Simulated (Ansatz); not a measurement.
One change: `[OH][Ga]([Br])[Br]` becomes `[Br][Ga]([Br])[Br]`.

Ansatz, PBE0-D4/def2-TZVP geometries, multiplicity 1. Each molecule was computed in one conformer, which needn't be the lowest.

Scalar relativity is left out up to krypton.

| property | `[OH][Ga]([Br])[Br]` |
| --- | --- |
| LUMO energy (B3LYP/def2-TZVPP) / eV | -2.09 |
| HOMO energy (PBE/def2-TZVPP) / eV | -7.42 |
| HOMO–LUMO gap (PBE0/def2-TZVPP) / eV | 6.97 |
| HOMO energy (PBE0/def2-TZVPP) / eV | -8.73 |
| LUMO energy (ωB97M-V/def2-TZVPP) / eV | 0.13 |
| LUMO energy (PBE/def2-TZVPP) / eV | -2.66 |

Question: Give the same properties after the change, and the shifts. (Best estimate.)

Answer: Computed: 
```tsv
property	`[Br][Ga]([Br])[Br]`	shift
LUMO energy (B3LYP/def2-TZVPP) / eV	-2.53	-0.44
HOMO energy (PBE/def2-TZVPP) / eV	-7.41	0.01
HOMO–LUMO gap (PBE0/def2-TZVPP) / eV	6.48	-0.49
HOMO energy (PBE0/def2-TZVPP) / eV	-8.71	0.02
LUMO energy (ωB97M-V/def2-TZVPP) / eV	-0.33	-0.46
LUMO energy (PBE/def2-TZVPP) / eV	-3.09	-0.43
```

The zero-point energy changes by -33.7 kJ/mol with -3 modes.

B3LYP here is the variant with VWN-RPA as its local correlation; programs differ in this.

Spin–orbit coupling is left out; it splits and shifts lone-pair levels of the heavy atoms by tenths of an eV.
